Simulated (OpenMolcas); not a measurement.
# N+: effect of the active space

- Program: OpenMolcas
- Method: MS-CASPT2 or its RAS form, IPEA 0.25 Eh, imaginary shift 0.1 Eh
- Basis: ANO-RCC-VTZP
- Scalar Hamiltonian: DKH2, point nucleus
- Spin-orbit coupling: RASSI with atomic mean-field integrals over the reference wave functions, term energies averaged over their components

A. 4 electrons in 4 orbitals (2s 2p); 2S+1 = 3 even, 6 roots; 2S+1 = 1 even, 6 roots; 2S+1 = 5 odd, 1 root; 2S+1 = 3 odd, 9 roots; 2S+1 = 1 odd, 8 roots; closed shells correlated: 1s; CASPT2 step about 1.6 core-seconds
B. 4 electrons in 9 orbitals (RAS2 2s 2p; RAS3 3d, at most 2 electrons); 2S+1 = 3 even, 6 roots; 2S+1 = 1 even, 11 roots; 2S+1 = 5 odd, 1 root; 2S+1 = 3 odd, 9 roots; 2S+1 = 1 odd, 8 roots; closed shells correlated: 1s; CASPT2 step of the order of 20 core-seconds

Energies in cm-1 above 2s2 2p2 3P0, the measured ground level; measured values from NIST Handbook of Basic Atomic Spectroscopic Data.

```
       Level       A       B  Measured
 2s2 2p2 3P0     0.0     0.0       0.0
 2s2 2p2 3P1    44.3    43.7      48.7
 2s2 2p2 3P2     132     130       131
 2s2 2p2 1D2   15370   15900     15316
 2s2 2p2 1S0   31910   33450     32689
2s 2p3 5S* 2   43830   45160     46785
2s 2p3 3D* 2   90140   91900     92250
2s 2p3 3D* 1   90140   91900     92251
2s 2p3 3D* 3   90150   91900     92236
2s 2p3 3P* 0  108710  109720    109223
2s 2p3 3P* 1  108710  109720    109216
2s 2p3 3P* 2  108710  109720    109217
2s 2p3 1D* 2  146530  145360    144188
2s 2p3 3S* 1  157870  156860    155127
2s 2p3 1P* 1  164820  165790    166766
```

Deviations, from unrounded energies. A percentage is the sum of absolute deviations over the sum of measured energies, with the sign that they share, or ± where signs differ.

```tsv
Against measurement	Levels	A	B
mean absolute deviation (cm-1)	14	1300	670
fine structure of the ground term (%)	2	±2.9	-3.2
other terms of the ground configuration (%)	2	±1.7	+2.8
other configurations (%)	10	±1.6	±0.7
```

B lies closest to measurement on these levels. The largest miss of B in the table is 2s 2p3 3S* 1, by +1700 cm-1. The ranking rests on the paired levels alone, and a cruder setting can come out closer through cancelling errors.

Between A and B the level of the table that moves most is 2s 2p3 3D* 3, by 1800 cm-1 (lowest in A, highest in B). Moves below CASPT2's spread within the term are not significant.

Term energies are means over components that CASPT2 splits; among the terms shown or strongly mixed into the levels shown the widest spread is 650 cm-1 (2s 2p3 3D*, A). Active for correlation alone: 3d; no level in the range computed is led by a configuration that fills it, so any true level of that kind is missing (holds for B). Measured partners are found by configuration, term and J. A level has none where our copy of the source lacks it or the pairing is in doubt (some pairs that miss far off the trend of their configuration count as doubtful), and it then counts in no deviation. Only configurations of the active space appear. Levels that lie high or do not pair safely by name in every column are left out.

* marks odd parity.
